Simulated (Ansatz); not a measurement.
Consider the ligand exchange at the Si–S bond: `[SiH3]O[SiH2]S` + H–F → `F[SiH2]O[SiH3]` + H₂S.

Computed with Ansatz on PBE0-D4/def2-TZVP structures; ΔE is electronic, products minus reactants. CCSD(T)/CBS is the MP2 limit (def2-TZVPP, def2-QZVPP) plus CCSD(T) − MP2 in def2-TZVPP, frozen cores. This one scheme is used for every species. Functionals use def2-TZVPP. B3LYP here is the variant with VWN-RPA as its local correlation; programs differ in this. One conformer a species, not always the lowest.

CCSD(T)/CBS gives -83.8 kJ/mol.

(1) Another level gave -84.5 kJ/mol. Which?
A. SCS-MP2/def2-TZVPP
B. B3LYP/def2-TZVPP
C. PBE/def2-TZVPP
D. r2SCAN0-D4/def2-TZVPP

(2) What do rigid-rotor, harmonic-oscillator terms from PBE0-D4/def2-TZVP frequencies (298.15 K, 1 bar) make of the CCSD(T)/CBS value? (Estimate.)

Largest T1 diagnostic among the species: 0.011.

Results:

(1) D. r2SCAN0-D4 -84.5, B3LYP -97.6, PBE -77.1, SCS-MP2/def2-TZVPP -91.1 kJ/mol.

(2) The calculation gave: ΔZPE = -2.8 kJ/mol, ΔH = -87.6 kJ/mol, ΔS = 15 J/(mol·K), ΔG = -92.2 kJ/mol. Modes under 50 cm⁻¹ make the entropy rough.

Leaving LDA and LC-ωPBE aside and taking each functional with its dispersion term where it has one, the values, not all of them listed here, spread over 29.2 kJ/mol, from CAM-B3LYP-D4 to revPBE-D4. In def2-TZVPP, CCSD(T) changes the Hartree–Fock value by +24.7 kJ/mol (the triples alone add +4.6 kJ/mol) and MP2 by +29.1 kJ/mol.
